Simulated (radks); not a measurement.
Problem. Species: the calcium ion Ca+. Configuration: [Ar] 4s1. Method: Dirac Kohn-Sham, PBE, spin-unpolarised, spherical densities, point nucleus; speed of light set to 116.481 atomic units (0.85 times the physical value, a model run); computed with a radial shooting solver on a logarithmic mesh with Libxc functionals. Some entries of the table are withheld. Estimate them.

orbital,occ.,eigenvalue (eV),r(max) (bohr)
1s1/2,2,-3964.039,0.05007
2s1/2,2,-422.7278,(1)
2p1/2,2,(2),0.2444
2p3/2,4,(3),0.2472
3s1/2,2,(4),(5)
3p1/2,2,(6),1.042
3p3/2,4,(7),1.050
4s1/2,1,-8.9784,3.137

Solution. 
(1) 2s1/2 r(max) (bohr): 0.2991
(2) 2p1/2 eigenvalue (eV): -345.1804
(3) 2p3/2 eigenvalue (eV): -340.0546
(4) 3s1/2 eigenvalue (eV): -54.1539
(5) 3s1/2 r(max) (bohr): 0.9915
(6) 3p1/2 eigenvalue (eV): -35.2241
(7) 3p3/2 eigenvalue (eV): -34.6884
